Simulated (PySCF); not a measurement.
## Stationary points of VO2I

These are results of PBE in PySCF with V def2-SVP, O def2-SVP, I def2-SVP with ECP28; scalar-relativistic core potentials, no spin–orbit coupling; density-fitted integrals, not measurements.

Relaxations began from a few typed shapes. The search is not exhaustive: other isomers or separated fragments can lie lower, and high-lying points may rest on an excited occupation.

| spin | group | bonds | angles | imaginary modes (cm⁻¹) | ΔE (kJ/mol) | ΔE with ZPE (kJ/mol) |
| --- | --- | --- | --- | --- | --- | --- |
| singlet | Cs | V–I 2.556 Å, V–O 1.582 Å (×2) | I–V–O 115.6° (×2), O–V–O 108.6° | none | 0.0 | 0.0 |
| singlet | Cs | V–I 2.556 Å, V–O 1.582 Å (×2) | I–V–O 116.4° (×2), O–V–O 108.9° | none | 0.3 | -0.1 |
| singlet | C2v | V–I 2.570 Å, V–O 1.582 Å (×2) | I–V–O 124.7° (×2), O–V–O 110.5° | 37i | 5.3 | – |

The lowest minimum found is the singlet Cs: V–I 2.556 Å, V–O 1.582 Å (×2); I–V–O 115.6° (×2), O–V–O 108.6°.

Formally V is in oxidation state +5, d0. The polar-tensor charge on V, 1.56, is far below the formal one.
